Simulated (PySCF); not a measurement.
Diatomics with 62 electrons

PBE0 in PySCF with def2-SVP on every atom (core potentials on Cd, Sn, Sb, Cs), for the lowest determinant that a PBE0 search found; no spin–orbit coupling. All have 62 electrons, 6 of them in the valence shells, and the same state, a triplet (π ↑↑). For ions De leads to the atom and ion picked by measured ionisation energies and electron affinities.

```csv
species,difference of nuclear charges,Re (Å),ωe (cm⁻¹),k (mdyn/Å),De (eV),dissociates to,Mayer bond order
CdSi,34,2.577,225,0.668,0.80,Cd + Si,1.13
MgSn,38,2.780,219,0.565,0.92,Mg + Sn,1.35
NaSb,40,2.931,200,0.456,1.18,Na + Sb,0.96
CdP⁺,33,2.501,265,1.01,1.70,Cd⁺ + P,1.13
CsO⁺,47,3.309,111,0.104,0.22,Cs⁺ + O,0.11
```

Task: Which member of the whole set has the stiffest bond, and how does it compare with the softest?

Result: CdP⁺ with k = 1.01 mdyn/Å, 9.7 times that of CsO⁺.

Weak bonds: CsO⁺. Basis-set superposition, not corrected here, can be much of De in a small basis, most of all at correlated wavefunction levels. These are scalar-relativistic numbers at best; spin–orbit coupling would shift them, the dissociation energy most. For an ion De counts to the pair picked by the measured ionisation energies or electron affinities, which need not be the lowest pair at this level. States were picked by a PBE0 search and need not be the measured ground states.
